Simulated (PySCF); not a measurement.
## MoOCl₄: one-bond stretch

These are results of B3LYP in PySCF with Mo def2-SVP with ECP28, O def2-SVP, Cl def2-SVP; scalar-relativistic core potentials, no spin–orbit coupling; density-fitted integrals, not measurements.

Rigid scan from the singlet minimum (Mo–Cl 2.312 Å (×4), Mo–O 1.648 Å; Cl–Mo–Cl 86.8° (×4), Cl–Mo–Cl 152.5° (×2), Cl–Mo–O 103.8° (×4)). Coordinate: the bond from Mo to the last atom (Cl) scaled, the rest fixed. Energies in kJ/mol from the minimum.

(1) Predict the curve at 0.92, 0.96, 1.00, 1.05, 1.12, 1.20, 1.35, 1.55, 1.80, 2.20.

Answers

(1) 
```tsv
scale of one bond	E (kJ/mol)	dipole size (D)
0.92	29.6	1.15
0.96	6.5	0.66
1.00	0.0	0.35
1.05	7.6	0.64
1.12	35.8	1.33
1.20	80.2	2.06
1.35	168.5	3.12
1.55	262.2	–
1.80	330.3	–
2.20	375.5	–
```

At long bonds a restricted determinant can lie too high, and another spin state can fall below this curve.

Other isomers or separated fragments may lie lower.

The scan took 2.6 min on 2 threads of a shared AMD EPYC (Zen 3) host; the process peaked at 1.6 GiB.
